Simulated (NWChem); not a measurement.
System: SnH4; SMILES [SnH4]

Input file for NWChem:

```
start job
memory heap 200 mb stack 900 mb global 1100 mb
geometry units angstroms noautoz
  Sn    -0.000003    -0.000031     0.000014
  H      1.110741    -0.000005     1.302225
  H      0.803831    -0.472118    -1.435429
  H     -0.646087     1.572423    -0.198790
  H     -1.268377    -1.100296     0.331973
end
basis spherical
  Sn library def2-svp
  H library def2-svp
end
ecp
  Sn library def2-ecp
end
dft
  xc mn15
  grid coarse
  iterations 150
  mulliken
end
task dft gradient
```

NWChem printed, in part:

```
             Northwest Computational Chemistry Package (NWChem) 7.3.0
             --------------------------------------------------------

 C1  symmetry detected

                             Geometry "geometry" -> ""
                             -------------------------

 Output coordinates in angstroms (scale by  1.889725989 to convert to a.u.)

  No.       Tag          Charge          X              Y              Z
 ---- ---------------- ---------- -------------- -------------- --------------
    1 Sn                  50.0000    -0.00000007    -0.00000355     0.00000003
    2 H                    1.0000     1.61076257     0.14394242     0.56056135
    3 H                    1.0000    -0.14130422     0.75482068    -1.52963567
    4 H                    1.0000    -1.06017414     0.75737629     1.10993962
    5 H                    1.0000    -0.40928054    -1.65596202    -0.14086683

 Effective nuclear repulsion energy (a.u.)      62.9706407594

                                 NWChem DFT Module
                                 -----------------

 Summary of "ao basis" -> "ao basis" (spherical)
 ------------------------------------------------------------------------------
       Tag                 Description            Shells   Functions and Types
 ---------------- ------------------------------  ------  ---------------------
 Sn                         def2-svp                10       26   4s4p2d
 H                          def2-svp                 3        5   2s1p

            General Information
            -------------------
          SCF calculation type: DFT
          Wavefunction type:  closed shell.
          No. of atoms     :     5
          No. of electrons :    26
           Alpha electrons :    13
            Beta electrons :    13
          Charge           :     0
          Spin multiplicity:     1
          Use of symmetry is: off; symmetry adaption is: off
          Maximum number of iterations: 150
          AO basis - number of functions:    46
                     number of shells:    22
          Convergence on energy requested:  1.00D-06
          Convergence on density requested:  1.00D-05
          Convergence on gradient requested:  5.00D-04

              XC Information
              --------------
                         MN15 Method XC Functional
                     Hartree-Fock (Exact) Exchange  0.440
                          MN15 Exchange Functional  1.000
                        MN15 Correlation Potential  1.000

             Grid Information
             ----------------
          Grid used for XC integration:  coarse
          Radial quadrature: Mura-Knowles
          Angular quadrature: Lebedev.
          Tag              B.-S. Rad. Rad. Pts. Rad. Cut. Ang. Pts.
          ---              ---------- --------- --------- ---------
          Sn                  1.45      104           7.0       302
          H                   0.35       35           8.0       302
          Grid pruning is: on
          Number of quadrature shells:   244
          Spatial weights used:  Erf1

      Superposition of Atomic Density Guess
      -------------------------------------

 Sum of atomic energies:        -251.09285904

      Non-variational initial energy
      ------------------------------

 Total energy =    -215.396771
 1-e energy   =    -434.174907
 2-e energy   =     190.434908
 HOMO         =      -0.385099
 LUMO         =       0.092685

     ---------------------------------------------
      Total Density - Mulliken Population Analysis
     ---------------------------------------------

    Atom       Charge   Shell Charges
 -----------   ------   -------------------------------------------------------
    1 Sn  22    21.55   1.60  0.42  0.94  0.37  3.24  2.76  1.34  0.82  9.75  0.31
    2 H    1     1.11   0.66  0.45  0.01
    3 H    1     1.11   0.66  0.45  0.01
    4 H    1     1.11   0.66  0.45  0.01
    5 H    1     1.11   0.66  0.45  0.01

   convergence    iter        energy       DeltaE   RMS-Dens  Diis-err
 ---------------- ----- ----------------- --------- --------- ---------
 d= 0,ls=0.0,diis     1   -216.1565098450 -2.44D+02  8.40D-03  1.58D-01
 d= 0,ls=0.0,diis     2   -216.1737898174 -1.73D-02  1.22D-03  1.20D-02
 d= 0,ls=0.0,diis     3   -216.1743042830 -5.14D-04  4.40D-04  2.72D-04
 d= 0,ls=0.0,diis     4   -216.1743316776 -2.74D-05  1.64D-04  5.33D-05
 d= 0,ls=0.0,diis     5   -216.1743379449 -6.27D-06  1.61D-05  1.23D-07
 d= 0,ls=0.0,diis     6   -216.1743379734 -2.85D-08  3.28D-06  2.06D-09

         Total DFT energy =     -216.174337973431
      One electron energy =     -434.243481547108
           Coulomb energy =      208.662896333776
    Exchange-Corr. energy =      -18.936980885222
 Nuclear repulsion energy =       28.343228125123

 Numeric. integr. density =       26.000317578518

                       DFT Final Molecular Orbital Analysis
                       ------------------------------------

 Vector   11  Occ=2.000000D+00  E=-3.573264D-01
              MO Center= -2.4D-01, -6.9D-01, -1.4D-01, r^2= 2.6D+00
   Bfn.  Coefficient  Atom+Function         Bfn.  Coefficient  Atom+Function
  ----- ------------  ---------------      ----- ------------  ---------------
    42     -0.391997  5 H  s                 12      0.357547  1 Sn py
    43     -0.231685  5 H  s                 32      0.172880  3 H  s
    15      0.148500  1 Sn py                37      0.137151  4 H  s
     9     -0.131860  1 Sn py                 6     -0.124115  1 Sn py
    33      0.102175  3 H  s                 27      0.081972  2 H  s

 Vector   12  Occ=2.000000D+00  E=-3.573213D-01
              MO Center=  6.5D-01,  1.9D-01,  2.6D-01, r^2= 2.7D+00
   Bfn.  Coefficient  Atom+Function         Bfn.  Coefficient  Atom+Function
  ----- ------------  ---------------      ----- ------------  ---------------
    27      0.387004  2 H  s                 11      0.341980  1 Sn px
    28      0.228732  2 H  s                 37     -0.179094  4 H  s
    32     -0.156958  3 H  s                 14      0.142035  1 Sn px
     8     -0.126119  1 Sn px                 5     -0.118711  1 Sn px
    13      0.106008  1 Sn pz                38     -0.105852  4 H  s

 Vector   13  Occ=2.000000D+00  E=-3.573177D-01
              MO Center= -4.0D-01,  5.0D-01, -1.2D-01, r^2= 2.8D+00
   Bfn.  Coefficient  Atom+Function         Bfn.  Coefficient  Atom+Function
  ----- ------------  ---------------      ----- ------------  ---------------
    13      0.344973  1 Sn pz                37      0.325461  4 H  s
    32     -0.319822  3 H  s                 38      0.192363  4 H  s
    33     -0.189028  3 H  s                 16      0.143279  1 Sn pz
    10     -0.127221  1 Sn pz                 7     -0.119749  1 Sn pz
    11     -0.104461  1 Sn px                18     -0.085846  1 Sn d -1

 Vector   14  Occ=0.000000D+00  E= 5.587346D-02
              MO Center= -2.2D-03, -2.6D-02,  3.1D-03, r^2= 4.3D+00
   Bfn.  Coefficient  Atom+Function         Bfn.  Coefficient  Atom+Function
  ----- ------------  ---------------      ----- ------------  ---------------
     3      1.173749  1 Sn s                  4      0.904870  1 Sn s
    43     -0.688361  5 H  s                 28     -0.650271  2 H  s
    38     -0.643863  4 H  s                 33     -0.636224  3 H  s
     2     -0.342663  1 Sn s                  1     -0.264966  1 Sn s
    42     -0.203337  5 H  s                 27     -0.195348  2 H  s

 Vector   15  Occ=0.000000D+00  E= 5.615048D-02
              MO Center=  1.6D-01, -2.1D-01,  7.6D-02, r^2= 4.7D+00
   Bfn.  Coefficient  Atom+Function         Bfn.  Coefficient  Atom+Function
  ----- ------------  ---------------      ----- ------------  ---------------
    16      1.257980  1 Sn pz                33      0.900838  3 H  s
    38     -0.852343  4 H  s                 13      0.343044  1 Sn pz
    14     -0.260696  1 Sn px                32      0.188727  3 H  s
    37     -0.178322  4 H  s                 28     -0.144789  2 H  s
    18      0.124704  1 Sn d -1              43      0.101892  5 H  s

 Vector   16  Occ=0.000000D+00  E= 5.615745D-02
              MO Center= -2.8D-01, -4.9D-02, -1.5D-01, r^2= 4.7D+00
   Bfn.  Coefficient  Atom+Function         Bfn.  Coefficient  Atom+Function
  ----- ------------  ---------------      ----- ------------  ---------------
    14      1.260507  1 Sn px                28     -1.075572  2 H  s
    38      0.501809  4 H  s                 11      0.343703  1 Sn px
    43      0.298141  5 H  s                 33      0.268201  3 H  s
    16      0.259029  1 Sn pz                27     -0.225334  2 H  s
    21      0.121778  1 Sn d  2              20     -0.106258  1 Sn d  1

     ---------------------------------------------
      Total Density - Mulliken Population Analysis
     ---------------------------------------------

    Atom       Charge   Shell Charges
 -----------   ------   -------------------------------------------------------
    1 Sn  22    21.70   1.59  0.41  1.06  0.29  3.24  2.74  1.61  0.70  9.66  0.40
    2 H    1     1.07   0.70  0.37  0.01
    3 H    1     1.07   0.70  0.37  0.01
    4 H    1     1.07   0.70  0.37  0.01
    5 H    1     1.07   0.70  0.37  0.01

     -------------------------------------------
      Total Density - Lowdin Population Analysis
     -------------------------------------------

[...]

                         DFT ENERGY GRADIENTS

    atom               coordinates                        gradient
                 x          y          z           x          y          z
   1 Sn     -0.000000  -0.000007   0.000000    0.000124   0.000003   0.000027
   2 H       3.043900   0.272012   1.059307    0.002273   0.000210   0.000800
   3 H      -0.267026   1.426404  -2.890592   -0.000230   0.001103  -0.002250
   4 H      -2.003439   1.431234   2.097482   -0.001569   0.001078   0.001620
   5 H      -0.773428  -3.129314  -0.266200   -0.000597  -0.002394  -0.000197
```

Level: MN15/def2-SVP with def2 effective core potentials on Sn. Structure relaxed at the PBE0/def2-SVP level. def2 effective core potentials on Sn; no spin-orbit coupling.
